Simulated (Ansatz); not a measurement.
System: 1-fluorobutane, C₄H₉F, charge 0, multiplicity 1. 
Geometry from a B3LYP-D3(BJ)/def2-TZVP (Ansatz, a first-principles code) optimisation:
```xyz
14

C      2.3825    -0.0633     0.1131
C      0.9360    -0.5022    -0.0928
C     -0.0194     0.6772    -0.2610
C     -1.4626     0.2688    -0.4475
F     -1.9331    -0.3902     0.6964
H      2.7424     0.5242    -0.7353
H      2.4809     0.5554     1.0083
H      3.0459    -0.9220     0.2286
H      0.6081    -1.1071     0.7555
H      0.8683    -1.1463    -0.9758
H      0.0489     1.3417     0.6059
H      0.2721     1.2722    -1.1342
H     -2.1090     1.1347    -0.6063
H     -1.5790    -0.4245    -1.2850
```
Charge 0, spin multiplicity 1.

Computed values are from Ansatz. Cores are frozen in the correlated levels unless marked. UHF or UKS for open shells. Spin-orbit coupling is left out. No relativistic terms. Basis-set limits of correlation are two-point, X^-3; Hartree-Fock from the larger set. The bracket is a focal-point correction in the basis named.

Question: What is the vertical triplet-singlet gap at RI-MP2/CBS(aug-cc-pVTZ,aug-cc-pVQZ)+[CCSD(T)-MP2]/aug-cc-pVTZ?

Answer: 8.81 eV.

Question: What is the total energy at CCSD(T)/CBS(cc-pVTZ,cc-pVQZ)?

Answer: -257.4078 Eh.

Question: What is the dipole moment at CCSD(T)/aug-cc-pVDZ?

Answer: 1.85 D.

Question: What is the vertical ionisation energy (to the doublet) at RI-MP2/CBS(aug-cc-pVTZ,aug-cc-pVQZ)+[CCSD(T)-MP2]/aug-cc-pVTZ?

Answer: 11.85 eV.

Question: What is the T1 diagnostic at CCSD/cc-pVQZ?

Answer: 0.010.
